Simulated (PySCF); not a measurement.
Compound: C7H9BO3.
Structure used (PBE0-D3(BJ)/def2-SVP), in Å, numbered top down from 1:
```
atom  x, y, z in Å
B1    -2.1502    1.5273   -0.4593
O2    -3.0000    0.4833   -0.6233
C3    -2.5816   -0.8337   -0.3286
C4    -1.0784   -0.9762   -0.4503
C5    -0.3971    0.1091    0.3762
C6     1.0842    0.1201    0.2117
C7     1.9650    1.0726   -0.2042
C8     3.2590    0.4610   -0.1398
C9     3.0546   -0.8083    0.3076
O10    1.7359   -1.0214    0.5226
O11   -0.8828    1.3867    0.0217
H12   -2.5287    2.6334   -0.7498
H13   -3.0999   -1.5140   -1.0217
H14   -2.9137   -1.0932    0.6925
H15   -0.7698   -0.8637   -1.5031
H16   -0.7468   -1.9691   -0.1121
H17   -0.6288   -0.0676    1.4458
H18    1.7087    2.0833   -0.5091
H19    4.2163    0.9108   -0.3939
H20    3.7151   -1.6452    0.5170
```

Method used: TDDFT CAM-B3LYP/def2-SVPD, vertical, gas phase, core orbitals frozen in the response in PySCF 2.14.0, density-fitted response routines.

Transition dipole moments from the ground state, in atomic units and in the frame of the coordinates above (overall signs are arbitrary), for the states with f of 0.002 or more among the lowest 7:

```json
{"state": "S1", "E (eV)": "6.078", "μx": "-1.258", "μy": "0.322", "μz": "-0.037"}
{"state": "S2", "E (eV)": "6.444", "μx": "0.264", "μy": "-0.110", "μz": "0.178"}
{"state": "S3", "E (eV)": "6.899", "μx": "0.029", "μy": "0.222", "μz": "-0.042"}
{"state": "S4", "E (eV)": "7.050", "μx": "0.046", "μy": "-0.147", "μz": "-0.140"}
{"state": "S5", "E (eV)": "7.199", "μx": "0.051", "μy": "-0.084", "μz": "0.375"}
{"state": "S6", "E (eV)": "7.373", "μx": "0.062", "μy": "0.105", "μz": "-0.081"}
{"state": "S7", "E (eV)": "7.582", "μx": "-0.049", "μy": "-0.159", "μz": "-0.100"}
```

(1) What oscillator strength does each state have?

(2) Which bond between heavy atoms lies closest to the direction of the S1 transition dipole?

(3) What angle do the transition dipoles of S2 and S5 make?

(4) What peak molar absorption coefficient would the strongest computed level give as a lone Gaussian band 0.5 eV wide at half height?

## Answers

(1) f = (2/3) ΔE |μ|² with ΔE in hartree (27.2114 eV).

```csv
state,|μ|² (au),|μ| (D),f
S1,1.689,3.30,0.251
S2,0.113,0.86,0.018
S3,0.052,0.58,0.009
S4,0.043,0.53,0.007
S5,0.150,0.98,0.026
S6,0.021,0.37,0.004
S7,0.037,0.49,0.007
```

(2) C3–C4 and C7–C8, at 11° from it; next C5–C6 at 17°.

(3) |cos θ| = |μa·μb| / (|μa| |μb|) = 0.69, so θ ≈ 47° (taken between 0 and 90°, since the signs are arbitrary).

(4) ε(max) = 2.175×10⁸ f / FWHM, with the width in cm⁻¹. S1: 2.175×10⁸ × 0.2515 / 4033 ≈ 14000 L mol⁻¹ cm⁻¹.

Hardware: one thread of an Arm Neoverse V2, shared host.

One conformer stands for the species.
